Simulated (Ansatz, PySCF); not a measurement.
The pair A = H2S (SMILES S) (first 3 atoms), B = CH5N (SMILES CN); geometry from B3LYP-D3(BJ)/def2-TZVP.
(charge 0, multiplicity 1):
```xyz
10

S      0.2986     0.1311    -0.1314
H      0.5133     0.2579     1.2085
H      0.5767    -1.1820    -0.1245
C     -0.6937    -0.3746     3.6384
N      0.5120     0.3754     3.2790
H     -0.5821    -1.4084     3.3094
H     -1.5462     0.0442     3.1032
H     -0.9250    -0.3785     4.7100
H      1.3326    -0.0096     3.7309
H      0.4385     1.3441     3.5659
```

Frozen-core correlation. CBS(a, b) extrapolates the correlation energy as X⁻³ and adds the Hartree–Fock energy of set b. MP2 and its Hartree–Fock in aug-cc-pV(T+d)Z are density fitted.

Codes used: Ansatz (an electronic-structure program); PySCF for the dispersion terms. Each number belongs to the level named beside it.

The monomers are drawn apart, rigid, along the line of their centres of mass. Counterpoise-corrected interaction energies (kcal/mol):

```
level                                                                 R = 4.427 Å  R = 5.257 Å
--------------------------------------------------------------------  -----------  -----------
PBE/def2-TZVPPD                                                           -2.4344      -1.0406
PBE-D3(BJ)/def2-TZVPPD                                                    -2.9590      -1.2498
wB97M-V/def2-TZVPPD                                                       -2.4978      -1.1015
MP2/CBS(aug-cc-pV(D+d)Z, aug-cc-pV(T+d)Z) + ΔCCSD(T)/aug-cc-pV(D+d)Z      -2.5304      -1.1120
```

Question: R is the distance of the centres of mass. Find the local exponent m of E ∝ R⁻ᵐ between the two points.

Answer: 
m = ln(E₁/E₂)/ln(R₂/R₁): PBE/def2-TZVPPD 4.9; PBE-D3(BJ)/def2-TZVPPD 5.0; wB97M-V/def2-TZVPPD 4.8; MP2/CBS(aug-cc-pV(D+d)Z, aug-cc-pV(T+d)Z) + ΔCCSD(T)/aug-cc-pV(D+d)Z 4.8. For scale, two fixed dipoles give m = 3, dipole and quadrupole 4, quadrupoles 5, and dispersion or dipole-induced dipole 6 at long range; at these distances several terms mix, and what is left of overlap and damping shifts m, so it need not match one of them.
